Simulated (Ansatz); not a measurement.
CH$_{4}$OSSi, SMILES `O[SiH]1CS1`, relaxed with RKS PBE-D4/def2-SVP in the Gaussian-basis code of Ansatz from a rough embedded geometry. The force threshold is 0.03 eV/Å; the program also tests the step.

The species carries charge 0 and has multiplicity 1.

Start:

```xyz
8

O     0.122    0.816    1.662
Si   -0.645    0.085    0.481
C     0.129    0.086   -1.132
S     0.906   -1.249   -0.386
H     1.046    0.504    1.881
H    -1.697   -0.888    0.909
H    -0.544   -0.252   -1.991
H     0.683    0.897   -1.423
```

**Question.** By how much does the energy fall, and how many steps does the optimiser take? (An estimate is asked.)

**Answer.** Ansatz gave: 114.93 kJ/mol, in 7 steps, 1 of them rejected.

**Question.** Which bonds change most? (An estimate is asked.)

**Answer.** Computed: C3–S4 from 1.715 to 1.914 Å; Si2–S4 from 2.221 to 2.112 Å; O1–Si2 from 1.587 to 1.671 Å; C3–H8 from 1.024 to 1.106 Å.

**Question.** Give the relaxed structure. (Estimate.)

**Answer.** Computed: 
```xyz
8

O     0.059    0.660    1.860
Si   -0.430   -0.266    0.557
C     0.066    0.097   -1.190
S     0.935   -1.469   -0.515
H     0.996    0.926    1.841
H    -1.797   -0.745    0.897
H    -0.607   -0.118   -2.040
H     0.776    0.915   -1.411
```
